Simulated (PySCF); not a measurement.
FeO3, SMILES [O]=[Fe](=[O])=[O], multiplicity 1. Atoms are numbered in the order given.

```xyz
4

Fe     0.0000     0.0000     0.0000
O      1.5545     0.0000     0.0000
O     -0.7772     1.3462     0.0000
O     -0.7772    -1.3462     0.0000
```
Charge 0, spin multiplicity 1.

Geometry optimised at r2SCAN-D4/def2-SVP. The spin state was assumed, not searched.

Two levels are set side by side: PBE/pcSseg-2 (PySCF) and KT2/pcSseg-2 (PySCF). GIAO shifts against H2O (¹⁷O) at the same level; non-relativistic, no solvent, atoms listed together averaged. Differences are taken from unrounded values.

```tsv
quantity	KT2
δ(¹⁷O) of O2, O3, O4 (ppm)	1450.1
```

### Question
What does PBE give, and how far is it from KT2? (Estimate from the structure and the level; the computed values follow.)

### Answer

```json
[
 {"quantity": "δ(¹⁷O) of O2, O3, O4 (ppm)", "PBE": "1467.5", "PBE minus KT2": "17.4"}
]
```

Here PBE gives about what the other level gives.

Rough cost on one machine, each run with all the roots and properties that it gave: KT2 against PBE within a factor of 2.
